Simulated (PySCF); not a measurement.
C2H5FO2Si.

```xyz
11

C     -2.3597     0.4061     0.4133
C     -1.2730    -0.2668     0.8155
Si     0.3440    -0.0921    -0.0537
O      0.2868     0.9922    -1.3043
O      0.8132    -1.5606    -0.6254
F      1.4591     0.4681     0.9960
H     -2.3238     1.0774    -0.4516
H     -3.3270     0.3140     0.9195
H     -1.3529    -0.9348     1.6822
H      0.4692     1.9149    -1.0921
H      1.5835    -1.5838    -1.2058
```

Coordinates come from a B3LYP-D3(BJ)/def2-SVP optimisation. The values are those of a single conformer.

The numbers are results of PBE0/pcSseg-1 (PySCF), not measurements. Non-relativistic, no solvent.

Task: Give the absolute GIAO shielding of each atom: isotropic value and principal components (ppm). (An estimate is asked for; the answer gives what the named calculation found.)

Result: 
```csv
atom,σ(iso),σ11,σ22,σ33,span
C1,35.1,-96.9,36.3,165.9,262.8
C2,48.7,-69.5,40.9,174.7,244.2
Si3,397.7,369.6,405.1,418.4,48.8
O4,287.7,257.7,284.1,321.3,63.6
O5,277.7,243.7,270.0,319.5,75.8
F6,310.0,262.2,288.4,379.5,117.4
H7,24.9,21.0,23.8,29.8,8.8
H8,24.8,21.8,24.3,28.3,6.5
H9,25.1,23.7,24.4,27.3,3.6
H10,29.5,22.3,23.4,42.8,20.5
H11,28.9,21.3,23.2,42.3,21.1
```
